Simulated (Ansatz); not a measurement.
Cartesian coordinates in Å:
```
S -1.1336 -1.0322 1.5970
Ge 0.0001 0.0000 0.0000
S 1.9257 -1.0706 -0.2164
S 0.1806 2.1210 0.6081
S -0.9726 -0.0182 -1.9886
H -2.1463 -0.1480 1.5602
H 2.2152 -0.9800 1.0938
H 0.7925 2.4799 -0.5345
H -0.8616 -1.3521 -2.1195
```

Charge 0, multiplicity 1.

**Question.** List the PBE/def2-TZVPP orbital energies in eV (Ansatz). (An estimate is asked.)

**Answer.** Computed: Occupied: -10806.06, -2396.17, -2396.17, -2396.17, -2396.17, -1339.32, -1192.75, -1192.75, -1192.75, -209.12, -209.12, -209.12, -209.12, -163.96, -155.27, -155.27, -155.27, -155.27, -155.19, -155.19, -155.19, -155.19, -155.02, -155.02, -155.02, -155.02, -115.39, -115.39, -115.39, -31.21, -31.20, -31.20, -31.16, -31.15, -19.38, -18.19, -18.19, -18.13, -13.05, -10.81, -10.81, -10.39, -9.54, -8.82, -8.25, -8.25, -6.77, -6.73, -6.39, -6.39. Lowest empty: -2.25, -0.82, -0.76, -0.69, -0.69, -0.11, 0.02, 0.02.
